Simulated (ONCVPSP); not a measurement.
# Before and after: ONCV potential for sulfur (S)

- Element: S (Z = 16)
- Generator: ONCVPSP 4.0.1
- Type: optimised norm-conserving Vanderbilt (ONCV)
- Functional: PBEsol
- Relativity: scalar-relativistic
- Frozen core: [Ne]
- Valence charge: 6
- Reference configuration: 3s2 3p2.5 (charge +1.5)
- Partial waves: 3s: rc 1.45 bohr, ncon 4, nbas 8, qcut 4.9 1/bohr, 1 projector; 3p: rc 1.65 bohr, ncon 5, nbas 8, qcut 4.9 1/bohr, 2 projectors, debl 2.6 Ha; d scattering state at 0.29 Ha: rc 1.50 bohr, ncon 4, nbas 7, qcut 6.6 1/bohr, 3 projectors, debl 1.8 Ha
- Local potential: polynomial inside 1.05 bohr (lpopt 5, dvloc0 6 Ha)
- Core correction: Teter function fitted to the true core (icmod 2), fcfact 0.35

In the d channel the program set the typed energies aside and used 0.050, 1.850, 3.650 Ha.

Change: p: ncon 4, nbas 7.

Cutoffs: the cutoffs (Ha) at which the residual kinetic energy of the hardest occupied pseudo-wave falls to 1 and 0.1 mHa per electron; they do not see the model core or the augmentation charge, which bear on the density cutoff. Errors are all-electron minus pseudo energies relative to the spin-unpolarised reference configuration.

Q: Predict the effect on cutoff, ghosts and configuration errors.

A: The potential gets neither clearly harder nor softer (13 Ha and 66 Ha → 13 Ha and 66 Ha); the s channel sets the loose cutoff, while the largest relative change is in p, which becomes softer; the errors of the 4 common tests hardly move; neither file shows a bound ghost.

| quantity | base | changed |
| --- | --- | --- |
| cutoff, loose | 13 Ha | 13 Ha |
| cutoff, tight | 66 Ha | 66 Ha |
| loose cutoff by channel | s 13 Ha, p 8.7 Ha | s 13 Ha, p 6.3 Ha |
| bound ghosts | none | none |
| GHOST(+) flags under 300 eV | none | none |
| error for 3s2 3p4, meV [ΔE -21.46 eV] | +10 | +9.4 |
| error for 3s2 3p3, meV [ΔE -9.72 eV] | +2.4 | +2.2 |
| error for 3s2 3p2, meV [ΔE 12.52 eV] | +2.0 | +1.7 |
| error for 3s1 3p5, meV [ΔE -11.18 eV] | +6.1 | +5.6 |
| s: phases at 1.47 bohr within 0.05 rad from the reference energy up to (Ha; the scan ends near 5) | 1.4 | 1.4 |
| p: phases at 1.67 bohr within 0.05 rad from the reference energy up to (Ha; the scan ends near 5) | 4.0 | 4.0 |
| d: phases at 1.52 bohr within 0.05 rad from the reference energy up to (Ha; the scan ends near 5) | to the end of the scan | to the end of the scan |
| rms error of d²Exc/dni dnj with the model core, mHa | 0.58 | 0.55 |
